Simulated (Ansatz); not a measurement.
`[GaH2][SeH]` + `N=CO` → `O/C=[N]/[GaH2]` + H₂Se at 500 K and 1 bar (ligand exchange at a Ga–Se bond).

Calculated with Ansatz (gas phase, PBE0-D4/def2-TZVP geometries, no zero-point term in ΔE). CBS: MP2 limit from def2 TZ/QZ plus the TZ coupled-cluster correction, frozen cores. This one scheme is used for every species. For Ga, Se outer-core shells are correlated without core-valence functions, which leaves a few kJ/mol of doubt a bond. Scalar relativity is left out up to krypton. One conformer a species, not always the lowest.

| species | CCSD(T)/CBS energy (Eh) | H − E (kJ/mol) | S (J/(mol·K)) |
| --- | --- | --- | --- |
| `[GaH2][SeH]` | -4326.46797 | 84.9 | 327.9 |
| `N=CO` | -169.71775 | 145.0 | 280.5 |
| `O/C=[N]/[GaH2]` | -2094.25715 | 167.6 | 374.2 |
| H₂Se | -2401.89790 | 53.1 | 237.8 |

H − E and S are ideal-gas, rigid-rotor, harmonic terms from PBE0-D4/def2-TZVP, for one conformer and one mirror image of each species. 1 Eh = 2625.50 kJ/mol, R = 8.31446 J/(mol·K).

**Question.** By hand: ΔE, ΔH, ΔS and ΔG.

**Answer.** ΔE = (-2094.25715) + (-2401.89790) − (-4326.46797) − (-169.71775) = 0.03067 Eh = 80.5 kJ/mol. Δ(H − E) = 167.6 + 53.1 − 84.9 − 145.0 = -9.2, so ΔH = 71.3 kJ/mol. ΔS = 374.2 + 237.8 − 327.9 − 280.5 = 3.6 J/(mol·K). ΔG = 71.3 − 500 × (3.6)/1000 = 69.5 kJ/mol.

**Question.** By hand: the equilibrium constant, and the temperature at which ΔG would vanish if ΔH and ΔS stayed fixed.

**Answer.** log₁₀ K = −ΔG/(RT ln 10) = -7.3. ΔG = 0 at ΔH/ΔS = 19806 K, far beyond where these terms or the molecules hold.

The number of gas molecules stays the same, so ΔS is small and ΔH decides. A doubt of 5 kJ/mol in ΔE shifts log₁₀ K by 0.5 here. Other conformers and mirror images would add mixing entropy, several J/(mol·K) or more a flexible species. These are equilibria of isolated gas molecules and say nothing of rates. Largest T1 diagnostic: 0.016 (customary marks: 0.02 for closed shells, 0.045 for open ones).
